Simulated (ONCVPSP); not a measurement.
**La ONCV: all-electron and pseudo phase curves**

```
Element                 : lanthanum (La)
Generator               : ONCVPSP 4.0.1
Type                    : optimised norm-conserving Vanderbilt (ONCV)
Functional              : LDA (Perdew-Wang 92)
Relativity              : scalar-relativistic
Frozen core             : [Kr] 4d10
Valence charge          : 11
Reference configuration : 5s2 5p6 5d1 6s1.5 (charge +0.5)
Partial waves           : 5s+6s: rc 2.30 bohr, ncon 4, nbas 7, qcut 5.9 1/bohr, 2 projectors; 5p: rc 2.15 bohr, ncon 4, nbas 9, qcut 6.1 1/bohr, 2 projectors, debl 4 Ha; 5d: rc 3.30 bohr, ncon 3, nbas 8, qcut 5.5 1/bohr, 2 projectors, debl 2 Ha; f scattering state at 0.39 Ha: rc 3.20 bohr, ncon 4, nbas 7, qcut 3.7 1/bohr, 2 projectors, debl 2 Ha
Local potential         : polynomial inside 1.70 bohr (lpopt 5, dvloc0 3 Ha)
Core correction         : Teter function, fcfact 1.75, rcfact 1.8
```

In the f channel the program set the typed energies aside and used -0.272, 1.728 Ha.

The phase is arctan(r·R′/R) of the radial function R(r), unwrapped; energies in Ha, scanned from -3 to 5 Ha. A pole is an energy at which the radial function vanishes at the test radius. The pseudo phase is shifted by a multiple of π to meet the all-electron one at the reference energy, and phase errors are pseudo minus all-electron; the curves can meet again beyond the range given. Levels narrower than the energy grid can be missing from the lists of poles.

Problem. For each channel, where are the poles, and over which energies does the pseudopotential scatter like the atom?

Solution.

```json
{"channel": "s", "radius (bohr)": "2.33", "reference energy (Ha)": "-0.23", "poles, all-electron": "-1.21, 3.84", "poles, pseudo": "-1.21, 3.72", "unbroken range about the reference energy with phases within 0.05 rad": "below 4.8", "phase error 1 Ha above the reference energy (rad)": "-0.002"}
{"channel": "p", "radius (bohr)": "2.18", "reference energy (Ha)": "-0.93", "poles, all-electron": "-0.12", "poles, pseudo": "-0.12", "unbroken range about the reference energy with phases within 0.05 rad": "the whole range", "phase error 1 Ha above the reference energy (rad)": "-0.001"}
{"channel": "d", "radius (bohr)": "3.36", "reference energy (Ha)": "-0.21", "poles, all-electron": "0.05, 2.17", "poles, pseudo": "0.05, 2.17", "unbroken range about the reference energy with phases within 0.05 rad": "below 3.3", "phase error 1 Ha above the reference energy (rad)": "-0.006"}
{"channel": "f", "radius (bohr)": "3.24", "reference energy (Ha)": "-0.27", "poles, all-electron": "-0.25, 1.27, 3.70", "poles, pseudo": "-0.25, 1.32", "unbroken range about the reference energy with phases within 0.05 rad": "-0.3 to -0.1", "phase error 1 Ha above the reference energy (rad)": "+0.148"}
```

Phases in the d channel:

| E (Ha) | all-electron | pseudo |
| --- | --- | --- |
| -2.98 | 1.426 | 1.426 |
| -2.76 | 1.419 | 1.419 |
| -2.54 | 1.410 | 1.410 |
| -2.32 | 1.401 | 1.400 |
| -2.10 | 1.389 | 1.389 |
| -1.88 | 1.374 | 1.374 |
| -1.66 | 1.356 | 1.356 |
| -1.44 | 1.332 | 1.332 |
| -1.22 | 1.298 | 1.298 |
| -1.00 | 1.245 | 1.245 |
| -0.78 | 1.146 | 1.146 |
| -0.56 | 0.882 | 0.881 |
| -0.34 | -0.381 | -0.381 |
| -0.12 | -1.369 | -1.369 |
| 0.10 | -1.611 | -1.611 |
| 0.32 | -1.768 | -1.768 |
| 0.54 | -1.992 | -1.993 |
| 0.76 | -2.684 | -2.689 |
| 0.98 | -3.993 | -3.996 |
| 1.20 | -4.393 | -4.394 |
| 1.42 | -4.535 | -4.535 |
| 1.64 | -4.609 | -4.609 |
| 1.86 | -4.659 | -4.659 |
| 2.08 | -4.698 | -4.698 |
| 2.30 | -4.732 | -4.732 |
| 2.52 | -4.767 | -4.768 |
| 2.74 | -4.808 | -4.810 |
| 2.96 | -4.866 | -4.871 |
| 3.18 | -4.971 | -4.987 |
| 3.40 | -5.263 | -5.360 |
| 3.62 | -6.607 | -6.929 |
| 3.84 | -7.445 | -7.523 |
| 4.06 | -7.634 | -7.671 |
| 4.28 | -7.712 | -7.738 |
| 4.50 | -7.757 | -7.778 |
| 4.72 | -7.787 | -7.807 |
| 4.94 | -7.810 | -7.830 |
